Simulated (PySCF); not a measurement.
AsH3, SMILES [AsH3].

Geometry optimised at B3LYP-D3(BJ)/def2-TZVPD.

These are TDA-M06-2X/def2-TZVPD run with PySCF values and carry that method's errors.

Vertical excitations; the highest root listed may be one member of a degenerate set.  State labels are in the subgroup Cs.

```csv
state,symmetry,energy (eV),λ (nm),f,main pairs
S1,A',6.80,182,0.148,HOMO→LUMO 98 %
S2,A",7.07,175,0.085,HOMO→LUMO+2 (degenerate set)
S3,A',7.07,175,0.085,HOMO→LUMO+1 (degenerate set)
S4,A",8.99,138,0.000,"HOMO−2→LUMO+1 49 %, HOMO−1→LUMO+2 48 %"
S5,A',9.08,137,0.024,HOMO→LUMO+3 (degenerate set)
S6,A",9.08,137,0.024,HOMO→LUMO+4 (degenerate set)
S7,A',9.24,134,0.099,HOMO→LUMO+5 81 %
S8,A',9.30,133,0.102,HOMO−1→LUMO (degenerate set)
S9,A",9.30,133,0.102,HOMO−2→LUMO (degenerate set)
S10,A',9.73,127,0.037,HOMO→LUMO+6 90 %
T1,A",5.89,210,0,HOMO→LUMO+2 (degenerate set)
T2,A',5.89,210,0,HOMO→LUMO+1 (degenerate set)
T3,A',6.64,187,0,HOMO→LUMO 94 %
T4,A',7.84,158,0,"HOMO−2→LUMO+2 44 %, HOMO−1→LUMO+1 44 %"
```
Triplets are in the Tamm–Dancoff approximation.
